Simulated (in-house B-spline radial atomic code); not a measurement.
Results of a calculation; reference values are marked as such.
**Softness against transferability: the 3s channel of Sc**

Sc, [Ar] 3d1 4s2, non-relativistic PBE, spherical and spin-unpolarised, from a B-spline radial code for spherical atoms (atomic units). The all-electron 3s level is ε = -2.000156 hartree, its outermost node lies just inside 0.44 bohr and its outer maximum at 0.93 bohr.

Troullier-Martins pseudo-orbitals are made for several radii. The cutoffs (hartree) are the plane-wave energies beyond which the orbital holds less than the named kinetic energy per electron. The phase error is the difference, pseudo minus all-electron, of arctan(R P'/P) at R = 1.6 bohr for all radii, half a hartree below and above the level.

| r_c (bohr) | V_l(0) (hartree) | cutoff for 10 mEh | for 1 mEh | for 0.1 mEh | phase error at ε − 0.5 (mrad) | at ε + 0.5 (mrad) |
| --- | --- | --- | --- | --- | --- | --- |
| 0.7 | -26.17 | 77.4 | 224 | > 450 | -5.1 | -1.3 |
| 0.81 | -2.24 | 48.8 | 110 | 195 | -3.0 | -0.7 |
| 0.93 | 5.40 | 24.8 | 58.8 | 106 | -2.2 | -0.5 |
| 1.05 | 4.43 | 24.2 | 56.6 | 101 | -2.4 | -0.5 |
| 1.17 | 2.02 | 21.3 | 49.6 | 87.1 | -4.1 | -0.9 |
| 1.3 | -0.03 | 17.8 | 41.6 | 70.6 | -8.1 | -1.7 |

Q: Which radius needs the lowest cutoff for 1 mEh while both phase errors stay within 4.2 mrad?

A: The radii within that limit are 0.81, 0.93, 1.05, 1.17 bohr; of these r_c = 1.17 needs the least, 49.6 hartree, that is 99.2 Ry or 1350 eV.

Q: What does the larger radius buy, and what does it cost?

A: From r_c = 0.7 to 1.3 bohr the cutoff for 1 mEh goes from 224 to 41.6 hartree, a factor of 5.38, against 3.45 for a pure 1/r_c² scaling, end to end; step by step it is 224, 110, 58.8, 56.6, 49.6, 41.6, and for 0.1 mEh > 450, 195, 106, 101, 87.1, 70.6; the number of plane waves goes as the cutoff to the power 3/2, here a factor of 12.5. The larger of the two phase errors is least at r_c = 0.93 bohr, 2.2 mrad; it is 5.1 at the smallest radius and 8.1 at the largest. These errors test the reference atom alone. The smallest radius lies well inside the outer maximum, where the nodeless form must bend sharply to keep the norm, so it is both harder and scatters less well than the next. Large radii also let the cores of neighbours overlap, which an atom doesn't show.
